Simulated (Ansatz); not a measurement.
`CB(F)[SeH]` at its PBE0-D4/def2-TZVP geometry, where that method's forces vanish. Total charge 0; spin multiplicity 1.

```tsv
atom	x (Å)	y (Å)	z (Å)
C1	-0.6170	-0.6624	-0.2242
B2	0.7237	-0.0554	0.2851
F3	1.6934	-0.8702	0.6921
Se4	1.1610	1.8412	0.4019
H5	-1.0662	-1.2650	0.5730
H6	-1.3491	0.0718	-0.5567
H7	-0.4136	-1.3523	-1.0502
H8	-0.1323	2.2923	-0.1210
```

Q: For each bond, give half the difference of the two atoms' forces along it (eV/Å; positive pushes the atoms apart) under PBE-D4, r2SCAN-D4, B3LYP-D4, ωB97M-V in def2-TZVPP. (Estimate.)

A: Computed: 
| bond | length (Å) | PBE-D4 | r2SCAN-D4 | B3LYP-D4 | ωB97M-V |
| --- | --- | --- | --- | --- | --- |
| C1–B2 | 1.557 | -0.17 | -0.07 | -0.02 | 0.02 |
| C1–H5 | 1.096 | 0.13 | 0.00 | -0.04 | -0.07 |
| C1–H6 | 1.089 | 0.11 | -0.03 | -0.04 | -0.05 |
| C1–H7 | 1.095 | 0.13 | 0.00 | -0.04 | -0.07 |
| B2–F3 | 1.330 | 0.52 | 0.15 | 0.15 | 0.19 |
| B2–Se4 | 1.950 | 0.06 | 0.06 | 0.10 | -0.05 |
| Se4–H8 | 1.466 | 0.26 | -0.02 | 0.04 | -0.10 |

B3LYP here is the variant with VWN-RPA as its local correlation; programs differ in this.
